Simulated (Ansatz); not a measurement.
Vertical singlet–triplet gap (eV) of eight silicon and germanium compounds: PBE beside PBE0, computed with Ansatz (a quantum-chemistry and plane-wave program) for isolated molecules in the bases named; differences from unrounded values. The eight are the first of their class met in an unordered collection, after screening for sound electronic states; none was chosen by its value. Functionals give these values as differences of separate SCF runs (ΔSCF), EOM-CCSD as a root; each molecule has one DFT geometry for both levels.

```json
[
 {"molecule": "Ge(F)(Br)(OH)2 (BrFGeH2O2), SMILES [OH][Ge]([OH])([F])[Br]", "basis": "def2-SVPD", "PBE0": "5.85"},
 {"molecule": "C₂H₉NSi₃, SMILES [SiH3][Si@H]1CN=C[SiH2]1", "basis": "def2-SVPD", "PBE0": "3.19"},
 {"molecule": "C4H8OSi, SMILES OCC[SiH2]C#C", "basis": "def2-SVPD", "PBE0": "5.01"},
 {"molecule": "C2H9NOSi2, SMILES C[SiH2]/N=C\\[SiH2]O", "basis": "def2-SVPD", "PBE0": "2.46"},
 {"molecule": "Ge(H)3(OSiH3) (GeH₆OSi), SMILES [SiH3][O][GeH3]", "basis": "def2-SVPD", "PBE0": "6.28"},
 {"molecule": "1,3-disilinane (C4H12Si2), SMILES C1[SiH2]CCC[SiH2]1", "basis": "def2-SVPD", "PBE0": "6.96"},
 {"molecule": "C₄H₁₂Si₂, SMILES CC[C@@H]1C[SiH2][SiH2]1", "basis": "def2-SVPD", "PBE0": "5.39"},
 {"molecule": "C₂H₅FN₂Si, SMILES N[Si@@H]1C=N[C@@H]1F", "basis": "def2-TZVPD", "PBE0": "3.22"}
]
```

Question: Estimate the PBE values and say how PBE differs from PBE0 over the set. (The exact figures need the calculation; the answer reports its results.)

Answer: 
| molecule | PBE | difference |
|---|---|---|
| Ge(F)(Br)(OH)2 (BrFGeH2O2), SMILES [OH][Ge]([OH])([F])[Br] | 5.28 | -0.57 |
| C₂H₉NSi₃, SMILES [SiH3][Si@H]1CN=C[SiH2]1 | 3.15 | -0.04 |
| C4H8OSi, SMILES OCC[SiH2]C#C | 5.06 | 0.05 |
| C2H9NOSi2, SMILES C[SiH2]/N=C\[SiH2]O | 2.44 | -0.02 |
| Ge(H)3(OSiH3) (GeH₆OSi), SMILES [SiH3][O][GeH3] | 5.73 | -0.55 |
| 1,3-disilinane (C4H12Si2), SMILES C1[SiH2]CCC[SiH2]1 | 6.32 | -0.64 |
| C₄H₁₂Si₂, SMILES CC[C@@H]1C[SiH2][SiH2]1 | 5.13 | -0.26 |
| C₂H₅FN₂Si, SMILES N[Si@@H]1C=N[C@@H]1F | 3.16 | -0.07 |
PBE lies below PBE0 in 7 and above it in 1 of the eight; the mean signed difference is -0.26 and the largest -0.64 eV.
